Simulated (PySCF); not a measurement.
PySCF input for C₂H₆O₂Si, SMILES [SiH]1(O)COC1, TDA-M06-2X/def2-SVPD. The structure is a stationary point at PBE0-D3(BJ)/def2-SVP. This is a generated structure with no PubChem entry under its InChIKey; it may be hypothetical. The values are those of a single conformer.

```python
import numpy as np
from pyscf import gto, scf, dft, tdscf

mol = gto.M(
    atom='''
    O     2.00787220   -0.46716714   -0.00000000
    Si    0.57745209    0.37950050    0.00000000
    C    -0.84430557   -0.14594408   -1.13125491
    O    -1.72275065   -0.04287366    0.00000000
    C    -0.84430558   -0.14594409    1.13125490
    H     2.82653123    0.03494926   -0.00000000
    H     0.87554287    1.84709942   -0.00000000
    H    -0.77916838   -1.18445227   -1.51133968
    H    -1.18868602    0.50275215   -1.95245351
    H    -1.18868601    0.50275216    1.95245350
    H    -0.77916838   -1.18445226    1.51133968
    ''',
    basis='def2-SVPD',
    charge=0,
    spin=0,
    symmetry=True,
    max_memory=1600,
    verbose=4,
)
mf = dft.RKS(mol, xc='m06-2x').density_fit(auxbasis='def2-universal-jkfit')
mf.grids.level = 4
mf.conv_tol = 1e-9
mf.max_cycle = 100
mf.kernel()
mf.grids = dft.Grids(mol).set(level=2).build(with_non0tab=True)  # coarser grid for the response kernel
td = tdscf.TDA(mf)
td.singlet = True
td.nstates = 10
td.conv_tol = 1e-4
td.positive_eig_threshold = 1e-6
td.kernel(x0=td.get_init_guess(mf, 15))
td.analyze()
tt = tdscf.TDA(mf)
tt.singlet = False
tt.nstates = 4
tt.conv_tol = 1e-4
tt.positive_eig_threshold = 1e-6
tt.kernel(x0=tt.get_init_guess(mf, 9))
tt.analyze(verbose=3)
```

Program output:

```
PySCF version 2.14.0

[INPUT] verbose = 4
[INPUT] num. atoms = 11
[INPUT] num. electrons = 48
[INPUT] charge = 0
[INPUT] spin (= nelec alpha-beta = 2S) = 0
[INPUT] symmetry True subgroup None
[INPUT] Mole.unit = angstrom
[INPUT] Symbol           X                Y                Z      unit          X                Y                Z       unit  Magmom
[INPUT]  1 O      2.007872200000  -0.467167140000   0.000000000000 AA    3.794328551128  -0.882817948996   0.000000000000 Bohr   0.0
[INPUT]  2 Si     0.577452090000   0.379500500000   0.000000000000 AA    1.091226300158   0.717152009136   0.000000000000 Bohr   0.0
[INPUT]  3 C     -0.844305570000  -0.145944080000  -1.131254910000 AA   -1.595506292745  -0.275794340702  -2.137761956969 Bohr   0.0
[INPUT]  4 O     -1.722750650000  -0.042873660000   0.000000000000 AA   -3.255526909416  -0.081019475358   0.000000000000 Bohr   0.0
[INPUT]  5 C     -0.844305580000  -0.145944090000   1.131254900000 AA   -1.595506311642  -0.275794359599   2.137761938072 Bohr   0.0
[INPUT]  6 H      2.826531230000   0.034949260000   0.000000000000 AA    5.341369907230   0.066044529656   0.000000000000 Bohr   0.0
[INPUT]  7 H      0.875542870000   1.847099420000   0.000000000000 AA    1.654536234616   3.490512028643   0.000000000000 Bohr   0.0
[INPUT]  8 H     -0.779168380000  -1.184452270000  -1.511339680000 AA   -1.472414843121  -2.238290397919  -2.856018076388 Bohr   0.0
[INPUT]  9 H     -1.188686020000   0.502752150000  -1.952453510000 AA   -2.246291025899   0.950063872036  -3.689602404846 Bohr   0.0
[INPUT] 10 H     -1.188686010000   0.502752160000   1.952453500000 AA   -2.246291007002   0.950063890934   3.689602385948 Bohr   0.0
[INPUT] 11 H     -0.779168380000  -1.184452260000   1.511339680000 AA   -1.472414843121  -2.238290379022   2.856018076388 Bohr   0.0

nuclear repulsion = 240.112015064055
point group symmetry = Cs
symmetry origin: [ 2.75585060e-09  1.57477175e-09 -2.75585056e-09]
symmetry axis x: [1.00000000e+00 6.63513138e-10 2.60617547e-10]
symmetry axis y: [ 6.63513139e-10 -1.00000000e+00 -1.75724047e-09]
symmetry axis z: [-2.60617546e-10 -1.75724053e-09  1.00000000e+00]
num. orbitals of irrep A' = 97
num. orbitals of irrep A" = 61
number of shells = 68
number of NR pGTOs = 228
number of NR cGTOs = 158
basis = def2-SVPD
ecp = {}


[settings echo left out]
init E= -519.972960570254
HOMO (A') = -0.307127408060556  LUMO (A') = -0.0240454418171856  gap/eV = 7.70305
cycle= 1 E= -519.296730471471  delta_E= 0.676  |g|= 0.704  |ddm|= 4.12
HOMO (A') = -0.237797922171533  LUMO (A') = 0.00986064173814238  gap/eV = 6.73913
cycle= 2 E= -519.246259384753  delta_E= 0.0505  |g|= 0.899  |ddm|= 1.47
HOMO (A') = -0.316316251346143  LUMO (A') = 0.00942337588669329  gap/eV = 8.86383
cycle= 3 E= -519.396658933267  delta_E= -0.15  |g|= 0.0496  |ddm|= 0.742
HOMO (A') = -0.315275227570549  LUMO (A') = 0.0128851903471907  gap/eV = 8.92970
cycle= 4 E= -519.397175508093  delta_E= -0.000517  |g|= 0.0158  |ddm|= 0.0732
HOMO (A') = -0.315528208367654  LUMO (A') = 0.0126625547395283  gap/eV = 8.93053
cycle= 5 E= -519.397220589917  delta_E= -4.51e-05  |g|= 0.0085  |ddm|= 0.0301
HOMO (A') = -0.315124252599003  LUMO (A') = 0.0124781593015868  gap/eV = 8.91452
cycle= 6 E= -519.397234610908  delta_E= -1.4e-05  |g|= 0.00165  |ddm|= 0.00871
HOMO (A') = -0.315381237096606  LUMO (A') = 0.0125189854892231  gap/eV = 8.92262
cycle= 7 E= -519.397235180273  delta_E= -5.69e-07  |g|= 0.000607  |ddm|= 0.00272
HOMO (A') = -0.315292407763215  LUMO (A') = 0.0125103634006272  gap/eV = 8.91997
cycle= 8 E= -519.397235278709  delta_E= -9.84e-08  |g|= 9.89e-05  |ddm|= 0.000955
HOMO (A') = -0.315314332280473  LUMO (A') = 0.0125063717939513  gap/eV = 8.92046
cycle= 9 E= -519.397235281844  delta_E= -3.13e-09  |g|= 2.78e-05  |ddm|= 0.000264
HOMO (A') = -0.31531239453624  LUMO (A') = 0.0125076176863055  gap/eV = 8.92044
cycle= 10 E= -519.397235282138  delta_E= -2.94e-10  |g|= 5.24e-06  |ddm|= 6.75e-05
HOMO (A') = -0.315312532250237  LUMO (A') = 0.0125075775019696  gap/eV = 8.92044
Extra cycle  E= -519.397235282152  delta_E= -1.41e-11  |g|= 2.96e-06  |ddm|= 1.72e-05
converged SCF energy = -519.397235282152
tot grids = 88992
Overwritten attributes  positive_eig_threshold  of <class 'pyscf.tdscf.rks.TDA'>


******** <class 'pyscf.tdscf.rks.TDA'> for <class 'pyscf.df.df_jk.DFSymAdaptedRKS'> ********
nstates = 10 singlet
deg_eia_thresh = 1.000e-03
wfnsym = None
conv_tol = 0.0001
eigh lindep = 1e-12
eigh level_shift = 0
eigh max_cycle = 100


Excitation energies (eV)
[6.53383681 7.01089964 7.02787728 7.13386011 7.66382038 7.84614722
 7.88997951 7.99888158 8.0545129  8.30977993]

** Singlet excitation energies and oscillator strengths **
Excited State   1:   A'      6.53384 eV    189.76 nm  f=0.0022
      24 -> 25       -0.56239
      24 -> 27       -0.28450
      24 -> 28        0.24905
      24 -> 31        0.11187
Excited State   2:   A"      7.01090 eV    176.84 nm  f=0.0060
      23 -> 25       -0.32018
      23 -> 28        0.10333
      24 -> 26        0.58484
Excited State   3:   A'      7.02788 eV    176.42 nm  f=0.0007
      24 -> 25       -0.35984
      24 -> 27        0.52971
      24 -> 28       -0.22231
Excited State   4:   A"      7.13386 eV    173.80 nm  f=0.0011
      23 -> 25        0.55470
      23 -> 27        0.16204
      23 -> 31       -0.12642
      24 -> 26        0.33453
Excited State   5:   A'      7.66382 eV    161.78 nm  f=0.0305
      22 -> 25       -0.25297
      22 -> 27       -0.12607
      24 -> 27       -0.32186
      24 -> 28       -0.47063
      24 -> 31        0.12461
      24 -> 32       -0.13340
Excited State   6:   A'      7.84615 eV    158.02 nm  f=0.0308
      22 -> 25        0.49546
      22 -> 27        0.21425
      22 -> 28       -0.18459
      22 -> 31       -0.12887
      23 -> 26       -0.18812
      24 -> 28       -0.24188
      24 -> 31        0.10243
Excited State   7:   A"      7.88998 eV    157.14 nm  f=0.0658
      23 -> 25       -0.19113
      23 -> 27        0.55433
      23 -> 28       -0.30747
      23 -> 32       -0.12031
Excited State   8:   A'      7.99888 eV    155.00 nm  f=0.0454
      22 -> 27       -0.12094
      23 -> 26       -0.35498
      24 -> 29        0.57009
      24 -> 33       -0.10751
Excited State   9:   A'      8.05451 eV    153.93 nm  f=0.1566
      22 -> 25        0.11734
      23 -> 26        0.54991
      24 -> 29        0.35878
Excited State  10:   A"      8.30978 eV    149.20 nm  f=0.0038
      22 -> 26        0.54067
      23 -> 27        0.21822
      23 -> 28        0.28230
      24 -> 26       -0.12862
      24 -> 30       -0.12024

** Transition electric dipole moments (AU) **
state          X           Y           Z        Dip. S.      Osc.
  1         0.0524     -0.1052      0.0000      0.0138      0.0022
  2        -0.0000      0.0000     -0.1867      0.0349      0.0060
  3        -0.0445      0.0483     -0.0000      0.0043      0.0007
  4        -0.0000      0.0000     -0.0798      0.0064      0.0011
  5        -0.0666     -0.3974      0.0000      0.1624      0.0305
  6        -0.3711     -0.1498      0.0000      0.1602      0.0308
  7        -0.0000     -0.0000     -0.5834      0.3403      0.0658
  8        -0.1453      0.4588     -0.0000      0.2316      0.0454
  9         0.6768      0.5791     -0.0000      0.7934      0.1566
 10         0.0000      0.0000     -0.1365      0.0186      0.0038

** Transition velocity dipole moments (imaginary part, AU) **
state          X           Y           Z        Dip. S.      Osc.
  1        -0.0035      0.0296     -0.0000      0.0009      0.0025
  2         0.0000     -0.0000     -0.0466      0.0022      0.0056
  3        -0.0124      0.0053      0.0000      0.0002      0.0005
  4        -0.0000     -0.0000      0.0038      0.0000      0.0000
  5        -0.0422     -0.1172     -0.0000      0.0155      0.0367
  6        -0.1031     -0.0211     -0.0000      0.0111      0.0256
  7         0.0000     -0.0000     -0.1226      0.0150      0.0345
  8        -0.0319      0.1132     -0.0000      0.0138      0.0314
  9         0.1719      0.1317      0.0000      0.0469      0.1056
 10         0.0000     -0.0000     -0.0588      0.0035      0.0076

** Transition magnetic dipole moments (imaginary part, AU) **
state          X           Y           Z
  1         0.0000      0.0000      0.1814
  2         0.5366     -1.1067     -0.0000
  3        -0.0000     -0.0000     -0.4334
  4         0.9719     -0.2393     -0.0000
  5        -0.0000      0.0000     -0.9491
  6        -0.0000      0.0000      0.5852
  7        -0.0501     -0.8523     -0.0000
  8         0.0000      0.0000     -0.5580
  9        -0.0000     -0.0000      0.0005
 10         0.3715     -0.1762     -0.0000


******** <class 'pyscf.tdscf.rks.TDA'> for <class 'pyscf.df.df_jk.DFSymAdaptedRKS'> ********
nstates = 4 triplet
deg_eia_thresh = 1.000e-03
wfnsym = None
conv_tol = 0.0001
eigh lindep = 1e-12
eigh level_shift = 0
eigh max_cycle = 100


Excitation energies (eV)
[6.19746358 6.79961862 6.85569003 6.98612703]

** Triplet excitation energies and oscillator strengths **
Excited State   1:   A'      6.19746 eV    200.06 nm  f=0.0000
Excited State   2:   A"      6.79962 eV    182.34 nm  f=0.0000
Excited State   3:   A'      6.85569 eV    180.85 nm  f=0.0000
Excited State   4:   A"      6.98613 eV    177.47 nm  f=0.0000
```

The run converged.
